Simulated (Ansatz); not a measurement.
Cost and result for the atomization energy of AlFH$_{2}$O$_{2}$, SMILES `[OH][Al]([OH])[F]` (6 atoms, 5 bonds).

Charge 0, multiplicity 1. All single points use the PBE0-D4/def2-TZVP geometry. It is one conformer, not always the lowest. Program: Ansatz. Hardware: A = 2 threads of an AMD EPYC 7R13 on a shared host; B = 2 threads of an AMD EPYC 7R13 on a shared host and a share of an NVIDIA H100 80 GB. Times are those of one run each, without the atoms' runs, and a repeat can differ threefold. Electronic energies, without spin–orbit coupling; frozen cores. CCSD(T)/CBS extrapolates def2-TZVPP and def2-QZVPP, and its time is that of the two runs behind it. T1 = 0.012. B3LYP takes the VWN-RPA correlation (the form of Gaussian; ORCA's B3LYP/G).

CCSD(T)/CBS is a level of theory with its own doubt, some kJ/mol a heavy atom from the limit and from the frozen cores, so smaller differences don't rank the functionals.

```csv
level,functions,wall time,atomization (kJ/mol),difference from CCSD(T)/CBS,per bond
PBE0-D4/def2-TZVPP [A],163,2.9 s,2395.8,-82.6,-16.5
PBE-D4/def2-TZVPP (with forces) [A],163,4.2 s,2472.1,-6.3,-1.3
B2PLYP/def2-TZVPP [A],163,5.5 s,2428.3,-50.1,-10.0
B3LYP-D4/def2-TZVPP (with forces) [A],163,6 s,2424.4,-54.0,-10.8
r2SCAN-D4/def2-TZVPP (with forces) [A],163,9.5 s,2454.3,-24.1,-4.8
ωB97X-V/def2-TZVPP [A],163,11 s,2441.9,-36.5,-7.3
ωB97M-V/def2-TZVPP (with forces) [A],163,15 s,2450.3,-28.1,-5.6
CCSD(T)/def2-TZVPP [B],163,26 s,2394.2,-84.2,-16.8
CCSD(T)/def2-QZVPP [B],301,44 s,2445.8,-32.6,-6.5
CCSD(T)/CBS(def2),–,70 s,2478.4,0.0,0.0
```

In def2-TZVPP, CCSD(T) changes the Hartree–Fock value by +660.0 kJ/mol (the triples alone add +40.1 kJ/mol) and MP2 by +768.2 kJ/mol; breaking electron pairs costs correlation energy, which Hartree–Fock lacks. From PBE to PBE0 (25 % exact exchange), in def2-TZVPP and without D4, the atomization energy moves by −74.9 kJ/mol: exact exchange takes away binding that semilocal exchange gives to molecules. The D4 term adds +13.3 kJ/mol with B3LYP and +6.8 kJ/mol with PBE0; it sums over pairs of atoms, weighted by their polarisabilities, and B3LYP, whose exchange is more repulsive, gets the larger term.
